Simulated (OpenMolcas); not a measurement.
# Levels of Mn³⁺ by method

```
Program             : OpenMolcas 26.06
Basis               : ANO-RCC-VTZP [6s5p3d2f1g]
Scalar Hamiltonian  : DKH2, point nucleus
Active space        : 4 electrons in 5 orbitals (3d)
State averaging     : 2S+1 = 5 even, 5 roots; 2S+1 = 3 even, 45 roots; 2S+1 = 1 even, 50 roots
Spin-orbit coupling : state interaction with AMFI integrals over the reference wave functions, term energies averaged over their components
```

Methods on the same reference wave functions:
A. CASSCF
B. SS-CASPT2, IPEA 0.25 Eh, imaginary shift 0.1 Eh (closed shells correlated: 3s 3p)
C. MS-CASPT2, IPEA 0.25 Eh, imaginary shift 0.1 Eh (closed shells correlated: 3s 3p)
D. XMS-CASPT2, IPEA 0.25 Eh, imaginary shift 0.1 Eh (closed shells correlated: 3s 3p)

Energies in cm⁻¹ above 3d⁴ ⁵D₀, the measured ground level; measured values from Corliss and Sugar, J. Phys. Chem. Ref. Data 6, 1253 (1977).

| Level | A | B | C | D | Measured |
| --- | --- | --- | --- | --- | --- |
| 3d⁴ ⁵D₀ | 0.0 | 0.0 | 0.0 | 0.0 | 0.0 |
| 3d⁴ ⁵D₁ | 101 | 103 | 103 | 102 | 99.0 |
| 3d⁴ ⁵D₂ | 299 | 302 | 303 | 301 | 287 |
| 3d⁴ ⁵D₃ | 586 | 590 | 591 | 589 | 552 |
| 3d⁴ ⁵D₄ | 954 | 957 | 957 | 956 | 886 |
| 3d⁴ ³H₄ | 23651 | 21570 | 21570 | 22610 | 21281 |
| 3d⁴ ³H₅ | 23859 | 21790 | 21790 | 22830 | 21475 |
| 3d⁴ ³H₆ | 24094 | 22040 | 22040 | 23080 | 21679 |
| 3d⁴ ³P₀(1) | 25487 | 20820 | 20800 | 21960 | 20654 |
| 3d⁴ ³P₁(1) | 26081 | 21430 | 21420 | 22580 | 21279 |
| 3d⁴ ³P₂(1) | 27151 | 22490 | 22490 | 23650 | 22325 |
| 3d⁴ ³F₂(1) | 27211 | 23080 | 23080 | 24270 | 22791 |
| 3d⁴ ³F₃(1) | 27280 | 23160 | 23160 | 24350 | 22862 |
| 3d⁴ ³F₄(1) | 27393 | 23280 | 23280 | 24460 | 22959 |
| 3d⁴ ³G₃ | 29815 | 25960 | 25960 | 26990 | 25440 |
| 3d⁴ ³G₄ | 30067 | 26220 | 26220 | 27250 | 25671 |
| 3d⁴ ³G₅ | 30280 | 26450 | 26450 | 27470 | 25878 |
| 3d⁴ ¹I₆ | 35551 | 32660 | 32660 | 33540 |  |
| 3d⁴ ¹G₄(1) | 37492 | 32030 | 32030 | 32870 |  |
| 3d⁴ ³D₃ | 38495 | 32110 | 32110 | 33290 | 31385 |
| 3d⁴ ³D₂ | 38577 | 32200 | 32190 | 33380 | 31474 |
| 3d⁴ ³D₁ | 38667 | 32280 | 32280 | 33470 | 31581 |
| 3d⁴ ¹S₀(1) | 43514 | 34590 | 34590 | 35630 |  |
| 3d⁴ ¹D₂(1) | 46532 | 40750 | 40750 | 41080 |  |

Deviations, from unrounded energies. A percentage is the sum of absolute deviations over the sum of measured energies, with the sign that they share, or ± where signs differ.

| Against measurement | Levels | A | B | C | D |
| --- | --- | --- | --- | --- | --- |
| mean absolute deviation (cm-1) | 19 | 3700 | 330 | 330 | 1200 |
| fine structure of the ground term (%) | 4 | +6.3 | +7.0 | +7.1 | +6.9 |
| other terms of the ground configuration (%) | 15 | +18.8 | +1.7 | +1.7 | +6.2 |

B, C lie about equally close to measurement and A furthest from it. The largest miss of C in the table is 3d⁴ ³D₃, by +720 cm-1. The ranking rests on the paired levels alone, and a cruder setting can come out closer through cancelling errors.

Among B to D the level of the table that moves most is 3d⁴ ³F₂(1), by 1200 cm-1 (lowest in C, highest in D). Moves below CASPT2's spread within the term are not significant.

The mean deviations of B to D differ by less than CASPT2's widest spread within a term (1600 cm-1), so their order carries little weight.

From A to B the spin-free energies of the other terms of 3d⁴ shown, above ⁵D, scale by factors of 0.79 to 0.92, as is usual when dynamic correlation screens the repulsion within a d or f shell.

The lowest spin-free term lies below A's lowest term by 0.368 hartree in B, 0.368 hartree in C, 0.374 hartree in D.

CASPT2 does not keep the components of a term degenerate, so their means are used; among the terms shown or strongly mixed into the levels shown the widest spread is 1600 cm-1 (3d⁴ ¹G(1), D). The CASPT2 spread within a term exceeds the gap to the next term for 3d⁴ ¹G(1) and 3d⁴ ³D, so the order of their levels is uncertain (figures for B; the like holds for C, D). Without dynamic correlation excited terms often stand tens of per cent too high (terms of higher spin than the ground term too low), and those without a measured partner can miss by more than the paired ones (holds for A). Measured partners are found by configuration, term and J. A level has none where our copy of the source lacks it or the pairing is in doubt (some pairs that miss far off the trend of their configuration count as doubtful), and it then counts in no deviation. Only configurations of the active space appear. The table leaves out levels that lie high or whose names do not pair safely across all columns.

A number in round brackets counts repeated terms of one configuration in the order of the reference energies.
